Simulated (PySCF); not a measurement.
# Atomic charges against the basis set

C₃H₄AlN.
Cartesian coordinates in Å at the PBE0-D3(BJ)/def2-SVP level; atoms count from 1:
```
atom  x, y, z in Å
C1    -2.5733   -0.3240   -0.1562
C2    -1.5085    0.2439    0.0368
Al3    0.1690    1.1688    0.3442
N4     1.4182   -0.4139   -0.0922
C5     2.0895   -1.3102   -0.3404
H6    -3.5145   -0.8175   -0.3240
H7     0.6024    1.4115    1.8598
H8     0.6569    2.1830   -0.7857
H9     2.7187   -2.1578   -0.5757
```

PBE0 throughout (PySCF), one geometry, spherical d and f functions. Geometry: PBE0-D3(BJ)/def2-SVP; no solvent, vibrations or thermal averaging. Atoms taken as equivalent share a column and are averaged. The first 7 of 8 kinds of atom are listed.

Mulliken charges (e):

```json
{"basis": "pcSseg-0", "functions": "57", "C1": "-0.425", "C2": "-0.446", "Al3": "+1.074", "N4": "-0.371", "C5": "+0.086", "H6": "+0.265", "H7/H8": "-0.280"}
{"basis": "6-31G*", "functions": "82", "C1": "-0.282", "C2": "-0.120", "Al3": "+0.247", "N4": "-0.231", "C5": "+0.093", "H6": "+0.217", "H7/H8": "-0.134"}
{"basis": "cc-pVDZ", "functions": "94", "C1": "-0.155", "C2": "-0.026", "Al3": "+0.235", "N4": "-0.063", "C5": "+0.126", "H6": "+0.005", "H7/H8": "-0.142"}
{"basis": "def2-SVP", "functions": "94", "C1": "-0.311", "C2": "-0.042", "Al3": "+0.541", "N4": "+0.004", "C5": "+0.030", "H6": "+0.030", "H7/H8": "-0.204"}
{"basis": "aug-cc-pVDZ", "functions": "155", "C1": "+1.205", "C2": "-0.762", "Al3": "-0.238", "N4": "-0.013", "C5": "+0.021", "H6": "-0.385", "H7/H8": "+0.090"}
{"basis": "6-311+G(2d,p)", "functions": "167", "C1": "-1.321", "C2": "+0.307", "Al3": "+1.079", "N4": "-0.012", "C5": "-0.130", "H6": "+0.150", "H7/H8": "-0.153"}
{"basis": "def2-TZVP", "functions": "185", "C1": "-0.203", "C2": "-0.275", "Al3": "+0.290", "N4": "+0.058", "C5": "-0.021", "H6": "+0.164", "H7/H8": "-0.132"}
{"basis": "cc-pVTZ", "functions": "210", "C1": "-0.111", "C2": "-0.248", "Al3": "+0.179", "N4": "+0.046", "C5": "+0.026", "H6": "+0.146", "H7/H8": "-0.132"}
{"basis": "IGLO-III", "functions": "224", "C1": "-0.261", "C2": "-0.330", "Al3": "+0.848", "N4": "-0.308", "C5": "+0.219", "H6": "+0.139", "H7/H8": "-0.281"}
```

IAO charges (e):

```csv
basis,functions,C1,C2,Al3,N4,C5,H6,H7/H8
pcSseg-0,57,-0.208,-0.355,+0.535,-0.098,+0.102,+0.182,-0.201
6-31G*,82,-0.212,-0.368,+0.577,-0.104,+0.098,+0.186,-0.212
cc-pVDZ,94,-0.222,-0.362,+0.577,-0.097,+0.090,+0.190,-0.212
def2-SVP,94,-0.215,-0.363,+0.593,-0.095,+0.099,+0.183,-0.222
aug-cc-pVDZ,155,-0.235,-0.362,+0.588,-0.096,+0.087,+0.195,-0.214
"6-311+G(2d,p)",167,-0.233,-0.371,+0.611,-0.101,+0.090,+0.195,-0.221
def2-TZVP,185,-0.232,-0.372,+0.615,-0.102,+0.090,+0.195,-0.223
cc-pVTZ,210,-0.231,-0.370,+0.606,-0.101,+0.089,+0.195,-0.220
IGLO-III,224,-0.234,-0.372,+0.617,-0.102,+0.089,+0.196,-0.223
```

Problem. Which scheme is steadiest as the basis changes?

Solution. Largest range over the bases for any column: IAO 0.08 e, Mulliken 2.53 e. IAO charges move least and Mulliken charges most, counted in e.

Problem. How much do the charges still move between the two largest bases, cc-pVTZ and IGLO-III?

Solution. At most, over all atoms: Mulliken 0.669 e, IAO 0.011 e.

Problem. What do the same runs give for the total energy, the frontier levels and the dipole moment?

Solution. 
```json
{"basis": "pcSseg-0", "energy (Eh)": "-412.8395", "HOMO (eV)": "-7.18", "LUMO (eV)": "-1.60", "μ (D)": "6.93"}
{"basis": "6-31G*", "energy (Eh)": "-413.4613", "HOMO (eV)": "-6.87", "LUMO (eV)": "-1.26", "μ (D)": "6.67"}
{"basis": "cc-pVDZ", "energy (Eh)": "-413.4911", "HOMO (eV)": "-7.01", "LUMO (eV)": "-1.37", "μ (D)": "6.57"}
{"basis": "def2-SVP", "energy (Eh)": "-413.2807", "HOMO (eV)": "-7.06", "LUMO (eV)": "-1.49", "μ (D)": "6.68"}
{"basis": "aug-cc-pVDZ", "energy (Eh)": "-413.4998", "HOMO (eV)": "-7.15", "LUMO (eV)": "-1.68", "μ (D)": "6.56"}
{"basis": "6-311+G(2d,p)", "energy (Eh)": "-413.5395", "HOMO (eV)": "-7.17", "LUMO (eV)": "-1.69", "μ (D)": "6.62"}
{"basis": "def2-TZVP", "energy (Eh)": "-413.5573", "HOMO (eV)": "-7.15", "LUMO (eV)": "-1.62", "μ (D)": "6.64"}
{"basis": "cc-pVTZ", "energy (Eh)": "-413.5538", "HOMO (eV)": "-7.13", "LUMO (eV)": "-1.57", "μ (D)": "6.63"}
{"basis": "IGLO-III", "energy (Eh)": "-413.5592", "HOMO (eV)": "-7.17", "LUMO (eV)": "-1.69", "μ (D)": "6.63"}
```

The dipole is fixed by the density alone, so its range of 0.37 D shows that the density itself changes with the basis, not only its division among atoms.
